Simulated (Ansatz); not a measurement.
Coupled-cluster diagnostics for PPAsSb tetrahedron (SbAsP₂), Ansatz.

Geometry of the singlet (r2SCAN-D4/def2-SVP):

```xyz
4

P     1.034   -0.918   -0.287
P    -0.999   -0.284   -0.957
As    0.524    1.365   -0.298
Sb   -0.559   -0.162    1.543
```

In the def2 sets Sb takes a core potential; there is no spin–orbit coupling. Correlated methods freeze 23 core orbitals; core or outer-core shells of As, Sb are correlated, in sets that lack core-valence functions.

**Question.** Estimate the CCSD(T) correlation energy, the shares of MP2 and (T), T1 and the reference's ⟨S²⟩ for: charge 0, singlet, own geometry in def2-TZVPP; and the rough time on 4 threads of Arm Neoverse V1 on a shared host.

**Answer.** 
```
                          state       basis  correlation (eV)  MP2 share (%)  (T) share (%)     T1  ⟨S²⟩ (pure)  wall time
charge 0, singlet, own geometry  def2-TZVPP           -25.576           96.8            5.6  0.015  0.00 (0.00)       26 s
```
Customary marks for T1 are 0.02 (closed shells), 0.045 (open shells) and about 0.05 (3d metals). T1 stays under 0.02 throughout.
